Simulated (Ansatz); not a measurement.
`C=N/C(F)=C/[SiH3]` + `BOCO` → `BOCO[SiH3]` + `C=NC(=C)F`  (ligand exchange at the Si–C bond)

Computed with Ansatz on PBE0-D4/def2-TZVP structures; ΔE is electronic, products minus reactants. CCSD(T)/CBS adds triple-zeta CCSD(T) − MP2 to the extrapolated MP2 energy (def2 sets, frozen cores). Functionals use def2-TZVPP. B3LYP here is the variant with VWN-RPA as its local correlation; programs differ in this. One conformer a species, not always the lowest.

(1) Is it downhill or uphill in electronic energy at CCSD(T)/CBS, and by how much? (An estimate is asked.)

(2) What do these levels give: PBE, r2SCAN, B3LYP, SCS-MP2/def2-QZVPP, MP2/CBS(def2), CCSD/CBS(def2)? (Best estimate.)

Largest T1 diagnostic among the species: 0.014.

Answers

(1) Ansatz gave: Downhill: ΔE = -0.81 eV.

(2) The calculation gave: PBE -0.67, r2SCAN -0.77, B3LYP -0.82, SCS-MP2/def2-QZVPP -0.85, MP2/CBS(def2) -0.81, CCSD/CBS(def2) -0.84 eV.

From PBE to PBE0 (25 % exact exchange), in def2-TZVPP and without D4, ΔE moves by −0.04 eV. In def2-TZVPP, CCSD(T) changes the Hartree–Fock value by +0.16 eV (the triples alone add +0.03 eV) and MP2 by +0.16 eV.
